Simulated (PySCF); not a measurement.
# [Nd(H2O)2]3+ at several levels of theory

Computed with PySCF 2.14.0 (density fitting, no spin-orbit coupling) at the geometry relaxed with PBE0:

```xyz
7
[Nd(H2O)2]3+ (singlet in the valence; each metal's 4f electrons, 3 of them, lie in its core potential, out of spins and levels)
Nd   -0.3884   -1.0638   -0.0144
O     0.0121    0.1557    1.8743
H     0.4682    1.0313    1.9736
H    -0.2176   -0.0765    2.8122
O     0.1063    0.1709   -1.8723
H     0.6336   -0.1057   -2.6675
H    -0.1733    1.0943   -2.1059
```

| level | basis | state | HOMO (eV) | gap (eV) | charge on Nd1 (e) | population of f-type functions on Nd1 (polarisation alone where 4f lies in the core) | dipole about the centre of mass (D) | largest force component (eV/Å) |
| --- | --- | --- | --- | --- | --- | --- | --- | --- |
| PBE0 | Nd lcecp-1-SVP with ECP49, O def2-SVP, H def2-SVP | singlet | -26.28 | 7.70 | 2.25 | 0.04 | 2.75 | 0.01 |
| r2SCAN | the same | singlet | -24.88 | 5.85 | 2.24 | 0.04 | 2.81 | 0.14 |
| CAM-B3LYP | the same | singlet | -27.74 | 10.30 | 2.24 | 0.04 | 2.68 | 0.12 |
| BLYP | the same | singlet | -24.41 | 4.94 | 2.14 | 0.04 | 3.08 | 0.56 |
| M06-L | the same | singlet | -24.80 | 5.88 | 2.30 | 0.04 | 2.64 | 0.28 |

In the lcecp rows the 4f levels are missing from HOMO and gap, and the state counts the valence alone.

Charges are Mulliken's, which hang on the basis. The relaxation used the grid (50, 194), these runs (75, 302) or, all-electron (x2c bases, spin-free X2C Hamiltonian), (99, 590).

Question: What does PBE0 with Nd lcecp-1-TZVP with ECP49, O def2-TZVP, H def2-TZVP give here?

Answer: state singlet, HOMO (eV) -26.26, gap (eV) 7.80, charge on Nd1 (e) 2.43, population of f-type functions on Nd1 (polarisation alone where 4f lies in the core) 0.05, dipole about the centre of mass (D) 2.79, largest force component (eV/Å) 0.26. Time: 9.7 s on 2 threads of Arm Neoverse V1, with other jobs on the host, from free ions and atoms.

In the first row's basis the gap widens with exact exchange: 4.9 to 5.9 eV for BLYP, r2SCAN, M06-L (none); 7.7 eV for PBE0 (a fixed share); 10.3 eV for CAM-B3LYP (rising or full at long range).

An lcecp potential fixes the number of 4f electrons, so in runs with it no electron can move into or out of that shell.
